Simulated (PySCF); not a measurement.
PySCF input for CH2I, SMILES [CH2]I (connectivity only; charge and spin as stated), charge +1, multiplicity 1, C-PCM-M06-2X/def2-SVP. Geometry optimised at PBE-D3(BJ)/def2-TZVP. The multiplicity is an assumed one; other spin states were not compared. The isomer is the one that the SMILES or the coordinates give; other isomers of the formula were not compared. The def2 effective core potentials stand for the cores of I; spin–orbit coupling is left out.

```python
import numpy as np
from pyscf import gto, scf, dft
from pyscf.solvent import pcm

mol = gto.M(
    atom='''
    C    -0.00000000   -0.00000000   -1.67738564
    I     0.00000000    0.00000000    0.27359076
    H     0.00000000   -0.95199030   -2.21799811
    H     0.00000000    0.95199031   -2.21799811
    ''',
    basis='def2-SVP',
    ecp={'I': 'def2-svp'},
    charge=1,
    spin=0,
    max_memory=1600,
    verbose=3,
)
mf = dft.RKS(mol, xc='m06-2x').density_fit(auxbasis='def2-universal-jkfit')
mf.grids.level = 4
mf.conv_tol = 1e-9
mf.max_cycle = 100
mf.kernel()
res = {}
for name, eps in {'water': 78.355, 'n-hexane': 1.8819, 'acetonitrile': 35.688}.items():
    s = mf.PCM()
    s.with_solvent.method, s.with_solvent.eps, s.with_solvent.lebedev_order = 'C-PCM', eps, 29
    s.kernel(mf.make_rdm1())
    res[name] = (s.e_tot, eps, s.dip_moment(), s.mo_energy, s.converged)
    print(f'{name}: electrostatic solvation free energy {(s.e_tot - mf.e_tot) * 627.509474:.3f} kcal/mol')
```

It prints:

```
converged SCF energy = -336.489443126812

WARN: PCM is an experimental feature. It is still in testing.
Features and APIs may be changed in the future.

converged SCF energy = -336.591844227075

WARN: System has nonzero charge 1; the dipole moment is origin-dependent.
Location of origin: [0. 0. 0.]

Dipole moment(X, Y, Z, Debye): -0.00000,  0.00000, -3.95249
water: electrostatic solvation free energy -64.258 kcal/mol

WARN: PCM is an experimental feature. It is still in testing.
Features and APIs may be changed in the future.

converged SCF energy = -336.537929434512

WARN: System has nonzero charge 1; the dipole moment is origin-dependent.
Location of origin: [0. 0. 0.]

Dipole moment(X, Y, Z, Debye):  0.00000,  0.00000, -3.60288
n-hexane: electrostatic solvation free energy -30.426 kcal/mol

WARN: PCM is an experimental feature. It is still in testing.
Features and APIs may be changed in the future.

converged SCF energy = -336.590252732532

WARN: System has nonzero charge 1; the dipole moment is origin-dependent.
Location of origin: [0. 0. 0.]

Dipole moment(X, Y, Z, Debye): -0.00000,  0.00000, -3.94000
acetonitrile: electrostatic solvation free energy -63.259 kcal/mol
```

The calculation finished and met its thresholds.
